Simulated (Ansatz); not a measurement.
Ansatz (a first-principles code) job for C₃H₅BFNO, SMILES CB(F)/C=N/C=O, B3LYP-D3(BJ)/def2-SVP. 

Ansatz 0.2 input:
```yaml
crystal:
  periodic: [false, false, false]
  atoms:
    - {symbol: C, position_ang: [-2.54148942, -0.28065904, -1.26897470]}
    - {symbol: B, position_ang: [-1.50385780, -0.04911461, -0.10919865]}
    - {symbol: F, position_ang: [-1.88358952, -0.18495081, 1.14099533]}
    - {symbol: C, position_ang: [-0.01080094, 0.40229749, -0.40286322]}
    - {symbol: N, position_ang: [0.99137458, -0.18022120, 0.07855319]}
    - {symbol: C, position_ang: [2.32777037, -0.13655636, 0.02985212]}
    - {symbol: O, position_ang: [3.06286875, 0.48280360, 0.75294276]}
    - {symbol: H, position_ang: [-3.09322364, 0.64457804, -1.43936445]}
    - {symbol: H, position_ang: [-3.28009485, -1.03390760, -1.00721526]}
    - {symbol: H, position_ang: [-2.08371825, -0.55337391, -2.21507683]}
    - {symbol: H, position_ang: [0.13184098, 1.24499847, -1.09624825]}
    - {symbol: H, position_ang: [2.70133856, -0.90353741, -0.68655945]}
basis:
  gaussian:
    orbitals: def2-SVP
hamiltonian:
  xc: b3lyp
  dispersion: d3bj
relax: {f_tol: 0.002, max_steps: 200}
```

Log of the run:

```
WARN ansatz: RAYON_NUM_THREADS=1 ignored (pool sized by the plan → 1); use --threads N
Functional definition: B3LYP
integrals: 0.09 GiB planned
1375 factors; integrals over basis functions are off by at most 3.3e-4 eV
mean field: 0.56 GiB planned
mean field evaluation 1: about -10106.5996 eV, gradient 6.7e1 eV
mean field evaluation 2: about -10095.3189 eV, gradient 1.0e2 eV
mean field evaluation 4: about -10115.7753 eV, gradient 5.5e0 eV
mean field evaluation 8: about -10115.8922 eV, gradient 3.1e-1 eV
mean field evaluation 16: about -10115.8925 eV, gradient 4.3e-5 eV
mean field -10115.89247439 eV, -371.7521916356 hartree, gradient 4.3e-5 eV, S^2 0.000000; 0 other end points of the search recorded, 0 dependent functions left out
the calculation of the forces begins
reference -10115.89272189 eV, -371.7522007310 hartree; 26, 26 occupied and 97, 97 virtual orbitals, 1375 factors
relax step   1: F+E_penalty+E_count = -10116.27381014 eV  Δ(F+E_penalty+E_count) = +0.000e0 eV  max|allowed force component| = 9.181e-1 eV/Å  Δτ_max = 0.0000 Å  (29 SCF iters, accepted)
these checks for a lower state are left out or cut short: starts, cluster_reference, orbital_swaps, neighbouring_geometries, increment
integrals: 0.09 GiB planned
1375 factors; integrals over basis functions are off by at most 3.4e-4 eV
mean field: 0.56 GiB planned
[...]
integrals: 0.09 GiB planned
1375 factors; integrals over basis functions are off by at most 3.6e-4 eV
mean field: 0.56 GiB planned
mean field -10116.08367241 eV, -371.7592180332 hartree, gradient 1.6e-5 eV, S^2 0.000000; 0 other end points of the search recorded, 0 dependent functions left out
the calculation of the forces begins
reference -10116.08391673 eV, -371.7592270119 hartree; 26, 26 occupied and 97, 97 virtual orbitals, 1375 factors
relax step  67: F+E_penalty+E_count = -10116.47139829 eV  Δ(F+E_penalty+E_count) = -5.896e-6 eV  max|allowed force component| = 8.500e-3 eV/Å  Δτ_max = 0.0095 Å  (26 SCF iters, accepted)
these checks for a lower state are left out or cut short: starts, cluster_reference, orbital_swaps, neighbouring_geometries, increment
integrals: 0.09 GiB planned
1375 factors; integrals over basis functions are off by at most 3.6e-4 eV
mean field: 0.56 GiB planned
mean field -10116.08368257 eV, -371.7592184068 hartree, gradient 7.3e-6 eV, S^2 0.000000; 0 other end points of the search recorded, 0 dependent functions left out
the calculation of the forces begins
reference -10116.08392690 eV, -371.7592273857 hartree; 26, 26 occupied and 97, 97 virtual orbitals, 1375 factors
relax step  68: F+E_penalty+E_count = -10116.47140315 eV  Δ(F+E_penalty+E_count) = -4.854e-6 eV  max|allowed force component| = 6.946e-3 eV/Å  Δτ_max = 0.0017 Å  (25 SCF iters, accepted)
these checks for a lower state are left out or cut short: starts, cluster_reference, orbital_swaps, neighbouring_geometries, increment
integrals: 0.09 GiB planned
1375 factors; integrals over basis functions are off by at most 3.6e-4 eV
mean field: 0.56 GiB planned
mean field -10116.08369016 eV, -371.7592186855 hartree, gradient 8.6e-5 eV, S^2 0.000000; 0 other end points of the search recorded, 0 dependent functions left out
the calculation of the forces begins
reference -10116.08393449 eV, -371.7592276646 hartree; 26, 26 occupied and 97, 97 virtual orbitals, 1375 factors
relax step  69: F+E_penalty+E_count = -10116.47140581 eV  Δ(F+E_penalty+E_count) = -2.662e-6 eV  max|allowed force component| = 5.636e-3 eV/Å  Δτ_max = 0.0018 Å  (22 SCF iters, accepted)
these checks for a lower state are left out or cut short: starts, cluster_reference, orbital_swaps, neighbouring_geometries, increment
integrals: 0.09 GiB planned
1375 factors; integrals over basis functions are off by at most 3.6e-4 eV
mean field: 0.56 GiB planned
mean field -10116.08369946 eV, -371.7592190272 hartree, gradient 1.1e-5 eV, S^2 0.000000; 0 other end points of the search recorded, 0 dependent functions left out
the calculation of the forces begins
reference -10116.08394380 eV, -371.7592280067 hartree; 26, 26 occupied and 97, 97 virtual orbitals, 1375 factors
relax step  70: F+E_penalty+E_count = -10116.47140777 eV  Δ(F+E_penalty+E_count) = -1.956e-6 eV  max|allowed force component| = 5.852e-3 eV/Å  Δτ_max = 0.0031 Å  (25 SCF iters, accepted)
these checks for a lower state are left out or cut short: starts, cluster_reference, orbital_swaps, neighbouring_geometries, increment
integrals: 0.09 GiB planned
1375 factors; integrals over basis functions are off by at most 3.6e-4 eV
mean field: 0.56 GiB planned
mean field evaluation 480: about -10116.0836 eV, gradient 1.9e-1 eV
mean field -10116.08371325 eV, -371.7592195343 hartree, gradient 2.1e-5 eV, S^2 0.000000; 0 other end points of the search recorded, 0 dependent functions left out
the calculation of the forces begins
reference -10116.08395761 eV, -371.7592285141 hartree; 26, 26 occupied and 97, 97 virtual orbitals, 1375 factors
relax step  71: F+E_penalty+E_count = -10116.47140984 eV  Δ(F+E_penalty+E_count) = -2.071e-6 eV  max|allowed force component| = 4.358e-3 eV/Å  Δτ_max = 0.0047 Å  (25 SCF iters, accepted)
these checks for a lower state are left out or cut short: starts, cluster_reference, orbital_swaps, neighbouring_geometries, increment
integrals: 0.09 GiB planned
1375 factors; integrals over basis functions are off by at most 3.6e-4 eV
mean field: 0.56 GiB planned
mean field -10116.08371789 eV, -371.7592197048 hartree, gradient 5.4e-5 eV, S^2 0.000000; 0 other end points of the search recorded, 0 dependent functions left out
the calculation of the forces begins
reference -10116.08396225 eV, -371.7592286847 hartree; 26, 26 occupied and 97, 97 virtual orbitals, 1375 factors
relax step  72: F+E_penalty+E_count = -10116.47141047 eV  Δ(F+E_penalty+E_count) = -6.373e-7 eV  max|allowed force component| = 4.593e-3 eV/Å  Δτ_max = 0.0013 Å  (22 SCF iters, accepted)
these checks for a lower state are left out or cut short: starts, cluster_reference, orbital_swaps, neighbouring_geometries, increment
integrals: 0.09 GiB planned
1375 factors; integrals over basis functions are off by at most 3.6e-4 eV
mean field: 0.56 GiB planned
mean field -10116.08372314 eV, -371.7592198976 hartree, gradient 3.7e-5 eV, S^2 0.000000; 0 other end points of the search recorded, 0 dependent functions left out
the calculation of the forces begins
reference -10116.08396750 eV, -371.7592288776 hartree; 26, 26 occupied and 97, 97 virtual orbitals, 1375 factors
relax step  73: F+E_penalty+E_count = -10116.47141097 eV  Δ(F+E_penalty+E_count) = -4.986e-7 eV  max|allowed force component| = 3.147e-3 eV/Å  Δτ_max = 0.0009 Å  (22 SCF iters, accepted)
these checks for a lower state are left out or cut short: starts, cluster_reference, orbital_swaps, neighbouring_geometries, increment
integrals: 0.09 GiB planned
1375 factors; integrals over basis functions are off by at most 3.6e-4 eV
mean field: 0.56 GiB planned
mean field -10116.08372759 eV, -371.7592200612 hartree, gradient 6.0e-5 eV, S^2 0.000000; 0 other end points of the search recorded, 0 dependent functions left out
the calculation of the forces begins
reference -10116.08397195 eV, -371.7592290412 hartree; 26, 26 occupied and 97, 97 virtual orbitals, 1375 factors
relax step  74: F+E_penalty+E_count = -10116.47141139 eV  Δ(F+E_penalty+E_count) = -4.188e-7 eV  max|allowed force component| = 2.492e-3 eV/Å  Δτ_max = 0.0011 Å  (22 SCF iters, accepted)
these checks for a lower state are left out or cut short: starts, cluster_reference, orbital_swaps, neighbouring_geometries, increment
integrals: 0.09 GiB planned
1375 factors; integrals over basis functions are off by at most 3.6e-4 eV
mean field: 0.56 GiB planned
mean field -10116.08372957 eV, -371.7592201340 hartree, gradient 2.7e-5 eV, S^2 0.000000; 0 other end points of the search recorded, 0 dependent functions left out
the calculation of the forces begins
reference -10116.08397393 eV, -371.7592291140 hartree; 26, 26 occupied and 97, 97 virtual orbitals, 1375 factors
relax step  75: F+E_penalty+E_count = -10116.47141173 eV  Δ(F+E_penalty+E_count) = -3.389e-7 eV  max|allowed force component| = 2.616e-3 eV/Å  Δτ_max = 0.0004 Å  (21 SCF iters, accepted)
these checks for a lower state are left out or cut short: starts, cluster_reference, orbital_swaps, neighbouring_geometries, increment
integrals: 0.09 GiB planned
1375 factors; integrals over basis functions are off by at most 3.6e-4 eV
mean field: 0.56 GiB planned
mean field -10116.08372717 eV, -371.7592200455 hartree, gradient 5.8e-5 eV, S^2 0.000000; 0 other end points of the search recorded, 0 dependent functions left out
the calculation of the forces begins
reference -10116.08397152 eV, -371.7592290254 hartree; 26, 26 occupied and 97, 97 virtual orbitals, 1375 factors
relax step  76: F+E_penalty+E_count = -10116.47141196 eV  Δ(F+E_penalty+E_count) = -2.305e-7 eV  max|allowed force component| = 2.852e-3 eV/Å  Δτ_max = 0.0014 Å  (22 SCF iters, accepted)
these checks for a lower state are left out or cut short: starts, cluster_reference, orbital_swaps, neighbouring_geometries, increment
integrals: 0.09 GiB planned
1375 factors; integrals over basis functions are off by at most 3.6e-4 eV
mean field: 0.56 GiB planned
mean field -10116.08372788 eV, -371.7592200719 hartree, gradient 1.9e-5 eV, S^2 0.000000; 0 other end points of the search recorded, 0 dependent functions left out
the calculation of the forces begins
reference -10116.08397224 eV, -371.7592290517 hartree; 26, 26 occupied and 97, 97 virtual orbitals, 1375 factors
relax step  77: F+E_penalty+E_count = -10116.47141207 eV  Δ(F+E_penalty+E_count) = -1.104e-7 eV  max|allowed force component| = 2.549e-3 eV/Å  Δτ_max = 0.0004 Å  (21 SCF iters, accepted)
these checks for a lower state are left out or cut short: starts, cluster_reference, orbital_swaps, neighbouring_geometries, increment
integrals: 0.09 GiB planned
1375 factors; integrals over basis functions are off by at most 3.6e-4 eV
mean field: 0.56 GiB planned
mean field evaluation 512: about -10116.0837 eV, gradient 2.1e-5 eV
mean field -10116.08372991 eV, -371.7592201464 hartree, gradient 2.1e-5 eV, S^2 0.000000; 0 other end points of the search recorded, 0 dependent functions left out
the calculation of the forces begins
reference -10116.08397426 eV, -371.7592291261 hartree; 26, 26 occupied and 97, 97 virtual orbitals, 1375 factors
relax step  78: F+E_penalty+E_count = -10116.47141225 eV  Δ(F+E_penalty+E_count) = -1.801e-7 eV  max|allowed force component| = 1.368e-3 eV/Å  Δτ_max = 0.0010 Å  (22 SCF iters, accepted)
integrals: 0.09 GiB planned
1375 factors; integrals over basis functions are off by at most 3.6e-4 eV
mean field: 0.56 GiB planned
mean field -10116.08372991 eV, -371.7592201464 hartree, gradient 2.1e-5 eV, S^2 0.000000; 1 other end points of the search recorded, 0 dependent functions left out
the calculation of the forces begins
reference -10116.08397426 eV, -371.7592291261 hartree; 26, 26 occupied and 97, 97 virtual orbitals, 1375 factors
Total energy: -10116.47165660 eV, -371.7734761893 hartree
Atom 0 at    -2.622441     0.046440    -1.161242 Å, force    -0.000303     0.000031    -0.000434 eV/Å
Atom 1 at    -1.448009    -0.499422    -0.289668 Å, force    -0.000246    -0.000115    -0.000277 eV/Å
Atom 2 at    -1.674861    -1.352998     0.698785 Å, force    -0.000069    -0.000007     0.000077 eV/Å
Atom 3 at     0.064995    -0.089469    -0.555643 Å, force     0.000310     0.000217    -0.000098 eV/Å
Atom 4 at     0.967510    -0.315055     0.321088 Å, force     0.000412     0.000404    -0.000174 eV/Å
Atom 5 at     2.280607     0.133605     0.180556 Å, force    -0.000088    -0.001368     0.000437 eV/Å
Atom 6 at     2.608462     1.291332     0.105099 Å, force    -0.000032     0.000753    -0.000213 eV/Å
Atom 7 at    -2.502476     1.118003    -1.392962 Å, force    -0.000027    -0.000339     0.000222 eV/Å
Atom 8 at    -3.613397    -0.127609    -0.717574 Å, force     0.000179     0.000075    -0.000072 eV/Å
Atom 9 at    -2.591557    -0.475312    -2.138083 Å, force     0.000030     0.000186     0.000463 eV/Å
Atom 10 at     0.336269     0.431715    -1.497853 Å, force    -0.000038    -0.000023     0.000075 eV/Å
Atom 11 at     3.013317    -0.708874     0.224338 Å, force    -0.000128     0.000187    -0.000005 eV/Å
Dipole moment:    -0.355767    -0.209688    -0.463767 e Å
```

The run converged.
